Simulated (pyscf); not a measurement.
PySCF, gas phase, ωB97X-D3(BJ)/def2-SVP geometries. MP2 and CC: frozen core, UHF for open shells. ΔMP2 is the change of the MP2 total energy from the triple- to the quadruple-zeta basis.

SMILES: [OH][Zn][SeH]
```xyz
5

O      0.0557     0.1055    -1.5013
Zn     0.8025    -0.0984     0.0947
Se     1.8776    -0.3629     2.0755
H     -0.8957     0.2526    -1.5133
H      1.7150    -1.8208     2.0149
```

Task: What is the homolytic dissociation enthalpy (298 K, CCSD(T)/def2-TZVPP + ΔMP2(QZVPP)) of the Se–Zn bond of HO–Zn–SeH, to [HO–Zn]• + SeH•?

Result: Se–Zn to [HO–Zn]• + SeH•: 3.54 eV. The radicals are drawn with the spin at the cut bond; how far it spreads was not checked. The CCSD(T) − MP2 part came from Ansatz, without density fitting, on the same reference. The frozen core leaves the outer d or s,p core shells of the metals and heavy elements correlated in the MP2 and CC values, and def2-TZVPP describes them poorly, which can shift differences by a few kcal/mol. Left out: the spin-orbit lowering of SeH, which is large for Br, Se, Te and I. Elements up to Kr have no core potential and no relativistic terms here.
